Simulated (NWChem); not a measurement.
# C5H6; SMILES C#CC(=C)C

Computed with NWChem. Pople sets run with spherical d functions. Structure relaxed at the PBE0/def2-SVP level. Total energies compare along this basis series because the functional is fixed.

| level | basis functions | energy (Ha) | highest occupied level (eV) | orbital gap (eV) | dipole (D) |
|---|---|---|---|---|---|
| B3LYP/STO-3G | 31 | -191.6649 | -4.84 | 6.84 | 0.38 |
| B3LYP/3-21G | 57 | -192.9935 | -6.49 | 6.06 | 0.46 |
| B3LYP/6-31G* | 82 | -194.0485 | [?] | [?] | 0.42 |
| B3LYP/def2-SVP | 100 | -193.9144 | -6.64 | 5.86 | 0.48 |
| B3LYP/def2-SVPD | 148 | -193.9248 | -6.79 | 5.75 | 0.50 |
| B3LYP/def2-TZVP | 191 | -194.1327 | -6.76 | 5.74 | 0.54 |

Complete the blanks.


- B3LYP/6-31G*, highest occupied level (eV): -6.39
- B3LYP/6-31G*, orbital gap (eV): 5.91
